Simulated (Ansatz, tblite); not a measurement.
Removing and adding an electron: Na4H4 (the lowest singlet isomer of a short search). Total charge 0; singlet. Geometry: r2SCAN-D4/def2-SVP. Ansatz, gas phase; energy differences of separate SCF runs; the oxidised species was run as a doublet alone; the reduced species was run as a doublet alone.

```
atom   x (Å)   y (Å)   z (Å)
 Na1   0.215   1.550   1.058
 Na2  -0.928   0.443  -1.584
 Na3   1.697  -0.702  -0.440
 Na4  -0.984  -1.292   0.966
  H5   0.964  -0.460   1.647
  H6  -0.222  -1.610  -1.101
  H7  -1.764   0.730   0.458
  H8   1.023   1.342  -1.004
```

The xTB rows come from tblite. HOMO above LUMO, or a gap near zero within one spin, warns that the state may not be the lowest or that an electron is smeared out. The structure comes from a short search, and lower isomers may exist.

```csv
level,−HOMO (eV),vertical IE (eV),−LUMO (eV),vertical EA (eV),HOMO–LUMO gap (eV),IE − EA (eV),remarks
PBE-D4/def2-TZVP,4.45,6.91,0.72,–,3.73,–,gap within one spin near zero (+1 doublet)
PBE0-D4/def2-TZVP,5.49,7.23,0.21,–,5.28,–,–
PBE0-D4/def2-TZVPD,5.47,–,0.24,-0.03,5.23,–,HOMO above zero (-1 doublet)
```

(1) Estimate the rows for GFN1-xTB, GFN2-xTB, r2SCAN-D4/def2-TZVP.

Results:

(1) 
```tsv
level	−HOMO (eV)	vertical IE (eV)	−LUMO (eV)	vertical EA (eV)	HOMO–LUMO gap (eV)	IE − EA (eV)	remarks
GFN1-xTB	10.31	12.43	4.35	2.72	5.96	9.71	–
GFN2-xTB	11.05	12.15	7.14	4.68	3.91	7.47	–
r2SCAN-D4/def2-TZVP	4.60	6.96	0.07	–	4.53	–	gap within one spin near zero (+1 doublet)
```

Run but left out: PBE-D4/def2-TZVPD, r2SCAN-D4/def2-TZVPD (charge -1 doublet: an occupied level 0.01 to 0.02 eV above an empty one).   A HOMO above zero means that the electron is unbound at that level or that self-interaction error raises the level; the energy of removing that electron tells which. Raw xTB energy differences between charge states are shifted by several eV; the methods need an empirical correction for them. A negative affinity means that the extra electron isn't bound; its size then hangs on the basis.
